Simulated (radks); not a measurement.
Results of a calculation; reference values are marked as such.
Species: the zinc ion Zn+. Configuration: [Ar] 3d9 4s2 (not the ground configuration). Code: a radial shooting solver on a logarithmic mesh with Libxc functionals. Model: scalar-relativistic Kohn-Sham, PBE, spin-polarised, spherical densities, finite nucleus; open shells are filled with parallel spins first; Fermi nuclear charge, rms radius 3.9283 fm.

Local quantities along the radius. ELF = 1/(1 + alpha^2) is the electron localisation function; alpha = (tau - tau_W)/tau_unif compares the Pauli kinetic energy density with that of the uniform gas (summed over spins); 4 pi r^2 rho is in e/bohr. tau is taken from the large components.

| r (bohr) | ELF | alpha | 4 pi r^2 rho |
|---|---|---|---|
| 0.00192 | 1.000 | 0.01756 | 0.8870 |
| 0.0025 | 1.000 | 0.01783 | 1.434 |
| 0.003255 | 1.000 | 0.01852 | 2.294 |
| 0.004273 | 1.000 | 0.01977 | 3.669 |
| 0.005564 | 1.000 | 0.02172 | 5.683 |
| 0.007303 | 0.999 | 0.02488 | 8.706 |
| 0.009509 | 0.999 | 0.02975 | 12.77 |
| 0.01238 | 0.999 | 0.03771 | 18.00 |
| 0.01625 | 0.997 | 0.05205 | 24.31 |
| 0.02116 | 0.994 | 0.07831 | 30.43 |
| 0.02778 | 0.982 | 0.1348 | 35.19 |
| 0.03617 | 0.936 | 0.2607 | 36.65 |
| 0.0471 | 0.761 | 0.5609 | 34.48 |
| 0.06182 | 0.420 | 1.175 | 30.56 |
| 0.0805 | 0.286 | 1.579 | 29.44 |
| 0.1057 | 0.454 | 1.096 | 34.06 |
| 0.1376 | 0.722 | 0.6211 | 40.69 |
| 0.1792 | 0.808 | 0.4879 | 41.03 |
| 0.2352 | 0.643 | 0.7444 | 31.37 |
| 0.3062 | 0.252 | 1.725 | 21.12 |
| 0.4019 | 0.312 | 1.485 | 20.07 |
| 0.5233 | 0.677 | 0.6907 | 24.09 |
| 0.6815 | 0.772 | 0.5435 | 22.37 |
| 0.8945 | 0.658 | 0.7206 | 14.15 |
| 1.165 | 0.373 | 1.298 | 6.835 |
| 1.529 | 0.200 | 2.001 | 3.117 |
| 1.991 | 0.302 | 1.522 | 1.714 |
| 2.592 | 0.597 | 0.8210 | 0.8985 |
| 3.402 | 0.793 | 0.5108 | 0.3203 |
| 4.43 | 0.836 | 0.4429 | 0.06857 |
| 5.815 | 0.743 | 0.5879 | 0.006527 |
| 7.572 | 0.372 | 1.300 | 0.0002537 |

On this mesh the ELF has minima near r = 0.080, 0.35, 1.5 bohr, which separate the shells, and maxima near 0.18 (0.81), 0.68 (0.77), 4.4 (0.84).
